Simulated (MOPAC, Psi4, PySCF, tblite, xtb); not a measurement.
Dimer CH4 ··· C3H6 (SMILES C and C1CC1), singlet at R = 3.96 Å between the centres of mass, closest contact 2.77 Å (lowest of the rigid-body minima from ten starts at GFN2-xTB). Geometry in Å and degrees:

```
C
H 1 1.0816
H 1 1.0816 2 114.23
C 1 1.5034 2 118.05 3 -145.49
H 4 1.0816 1 118.05 2 0.00
H 4 1.0816 5 114.23 1 -145.49
C 4 1.5034 5 118.05 6 -145.49
H 7 1.0816 4 118.05 5 144.17
H 7 1.0816 8 114.23 4 145.49
H 5 2.7732 4 122.47 6 164.39
C 10 1.0891 5 117.30 4 87.85
H 11 1.0891 10 109.47 5 29.37
H 11 1.0891 10 109.47 12 -120.00
H 11 1.0891 10 109.47 13 -120.00
```

Levels of theory: GFN2-xTB (tblite); SAPT0/jun-cc-pVDZ, frozen core (Psi4); PBE/def2-TZVP, counterpoise-corrected (Psi4); PBE-D3(BJ)/def2-TZVP, counterpoise-corrected (Psi4); HF/aug-cc-pVDZ, counterpoise-corrected (Psi4); MP2/aug-cc-pVDZ = DF-MP2/aug-cc-pVDZ, frozen core, counterpoise-corrected run with Psi4 1.11; SCS-MP2/aug-cc-pVDZ = DF-SCS-MP2/aug-cc-pVDZ, frozen core, counterpoise-corrected run with Psi4; PM6, restricted, heats of formation (MOPAC); AM1, restricted, heats of formation (MOPAC); GFN1-xTB (xtb); RKS-B3LYP/6-31G* = restricted B3LYP/6-31G*, spherical d, no counterpoise correction run with PySCF 2.14.0; RMP2/3-21G = PySCF 2.14.0 with restricted MP2 (frozen core)/3-21G, no counterpoise correction; RMP2/6-31G* = PySCF with restricted MP2 (frozen core)/6-31G*, spherical d, no counterpoise correction; RHF/6-31G* = restricted Hartree-Fock/6-31G*, spherical d, no counterpoise correction (PySCF).

Question: What interaction energy does each level give?

Answer: 
| method | E_int / kcal/mol |
|---|---|
| PBE-D3(BJ)/def2-TZVP | -1.24 |
| MP2/aug-cc-pVDZ | -0.90 |
| GFN2-xTB | -0.76 |
| RMP2/3-21G | -0.74 |
| RMP2/6-31G* | -0.64 |
| GFN1-xTB | -0.63 |
| SCS-MP2/aug-cc-pVDZ | -0.61 |
| SAPT0/jun-cc-pVDZ | -0.59 |
| PBE/def2-TZVP | -0.31 |
| PM6 | -0.22 |
| RKS-B3LYP/6-31G* | 0.02 |
| AM1 | 0.05 |
| RHF/6-31G* | 0.20 |
| HF/aug-cc-pVDZ | 0.33 |
